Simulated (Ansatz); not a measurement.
Computed with Ansatz.

A structure relaxed at PBE0-D4/def2-TZVP, charge 0, multiplicity 1:

Cartesian coordinates in Å:
```
N -1.443 1.045 0.599
Cu -0.080 -0.046 0.103
O 1.273 -1.338 -0.483
H -1.350 1.964 0.175
H -1.419 1.214 1.601
H 0.952 -1.926 -1.175
H 2.068 -0.913 -0.821
```

Question: Give its formula and SMILES.

Answer: CuH4NO, `[NH2][Cu-][OH2+]`.

Question: Summarise the bond lengths by kind.

Answer: 1 × Cu–N 1.815 Å; 2 × H–N 1.016 to 1.017 Å; 1 × Cu–O 1.961 Å; 2 × H–O 0.963 Å.
